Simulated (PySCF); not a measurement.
AsH₂, SMILES [AsH2], multiplicity 2. Geometry: PBE-D3(BJ)/def2-TZVPD. The isomer is the one that the SMILES or the coordinates give; other isomers of the formula were not compared.

All values below come from PBE-D3(BJ)/def2-TZVPD run with PySCF.

Harmonic wavenumbers (cm⁻¹): 964, 2110, 2123. Rotational constants (GHz): 217.1, 211.0, 107.0; symmetry number 2.

Task: Work out the zero-point energy and the ideal-gas rigid-rotor harmonic-oscillator thermochemistry at 298.15 K and 1 atm.

Result: ZPE = ½ Σ hcν = ½ × 5198 cm⁻¹ = 31.09 kJ/mol. H − E(el) = 41.12 kJ/mol. Entropy in J/(mol K): translation 162.91, rotation 56.36, vibration 0.46, spin 5.76, total 225.49. G − E(el) = -26.11 kJ/mol. Cp = 35.07 J/(mol K).
